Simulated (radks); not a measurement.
Coulomb parameter of the 4d shell of the zirconium ion Zr+ in the model configuration [Kr] 4d1.5 5s1.5, as a second difference U = [E(n + 0.5) + E(n - 0.5) - 2 E(n)] / (0.5)^2 with all orbitals relaxed. "Bare": the charge of the atom changes with n. "Screened": the 5s shell takes up the change at fixed total charge, which measures U(4d,4d) + U(5s,5s) - 2 U(4d,5s). All-electron calculation, scalar-relativistic Kohn-Sham, SCAN, spin-unpolarised, spherical densities, finite nucleus; meta-GGA in the generalised Kohn-Sham scheme; Fermi nuclear charge, rms radius 4.2694 fm. Program: a radial shooting solver on a logarithmic mesh with Libxc functionals.

start: configuration [Kr] 4d1.5 5s1.5; E - E(n) (eV) 0.000
bare +0.5: configuration [Kr] 4d2 5s1.5; E - E(n) (eV) -4.338
bare -0.5: configuration [Kr] 4d1 5s1.5; E - E(n) (eV) 6.603
screened +0.5: configuration [Kr] 4d2 5s1; E - E(n) (eV) -0.038
screened -0.5: configuration [Kr] 4d1 5s2; E - E(n) (eV) 0.256

U(bare) = 9.062 eV, U(screened by 5s) = 0.871 eV, against the Slater integral F0(4d,4d) = 11.898 eV with frozen orbitals.
